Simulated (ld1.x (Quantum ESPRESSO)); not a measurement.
## Transferability test, TM potential for N

* Element: nitrogen (N)
* Generator: ld1.x (Quantum ESPRESSO) 7.5
* Type: norm-conserving Troullier–Martins (Kleinman–Bylander form)
* Functional: PBE
* Relativity: scalar-relativistic
* Frozen core: [He]
* Valence charge: 5
* Reference configuration: 2s1.5 2p3.5
* Partial waves: 2s (bound): rc 1.15 bohr; 3d channel at 0.05 Ry: rc 2.05 bohr; 2p (bound): rc 2.20 bohr
* Local potential: the p channel
* Core correction: none

Energies are relative to the spin-unpolarised reference configuration 2s1.5 2p3.5; without spin polarisation the order of configurations can differ from experiment.

| valence configuration | charge | ΔE all-electron (eV) | error AE − PS (meV) |
| --- | --- | --- | --- |
| 2s2 2p3 | 0 | -5.750 | -0.2 |
| 2s2 2p2 | +1 | 7.841 | +101 |
| 2s0 2p5 | 0 | 17.291 | -12 |
| 2s1 2p4 | 0 | 5.757 | -0.4 |
| 2s2 2p3.3 | -0.3 | -7.369 | -13 |

What are ΔE and the potential's error for 2s2 2p1?

ΔE = 36.695 eV all-electron; the error (AE − PS) is +653 meV.

What are ΔE and the potential's error for 2s2 2p0?

ΔE = 83.777 eV all-electron; the error (AE − PS) is +2513 meV.
